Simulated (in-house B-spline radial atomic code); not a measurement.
Configurations of neutral titanium, with energies counted from [Ar] 3d2 4s2. Level of theory: non-relativistic LDA VWN5, spin-polarised, spherical fractional occupations, point nucleus; calculated with a B-spline radial code for spherical atoms. Shells without spins written out take the highest spin.

Occupations are held fixed; configurations that lie above the ionisation limit could autoionise.

```tsv
configuration	E - E(ref) (eV)	highest orbital	its <r> (bohr)
[Ar] 3d(1 up, 1 down) 4s2	0.71421	4s up	3.508
[Ar] 3d2 4s1 4p1	2.1091	4p up	4.4
[Ar] 3d2 4s1 5f1	6.2266	5f up	28.51
[Ar] 3d1 4s2 5p1	8.7533	5p up	10.53
[Ar] 3d(1 up, 0 down) 4s2 4f(1 up, 0 down)	9.7377	4f up	16.67
[Ne] 3s2 3p5 3d2 4s2 5d1	42.797	5d up	16.74
[Ne] 3s2 3p5 3d2 4s2 4f1	42.997	4f up	16.69
```

(1) Order these further configurations by energy, lowest first.
A. [Ar] 3d2 4s1 5p1
B. [Ar] 3d(0 up, 1 down) 4s2 4d(0 up, 1 down)
C. [Ne] 3s2 3p5 3d3 4s2
D. [Ar] 3d2 4s1 5s1
E. [Ne] 3s2 3p(2 up, 3 down) 3d(0 up, 2 down) 4s2 5f(0 up, 1 down)

(2) How far above the reference does [Ne] 3s2 3p5 3d2 4s2 5s1 lie?

(3) How far above the reference does [Ar] 3d(1 up, 0 down) 4s2 5s(1 up, 0 down) lie?

## Answers

(1) D (4.3685 eV), A (5.0219 eV), B (8.7984 eV), C (31.681 eV), E (43.289 eV).

(2) 41.283 eV; its least bound orbital is 5s up with <r> = 8.276 bohr.

(3) 8.0555 eV; its least bound orbital is 5s up with <r> = 8.372 bohr.
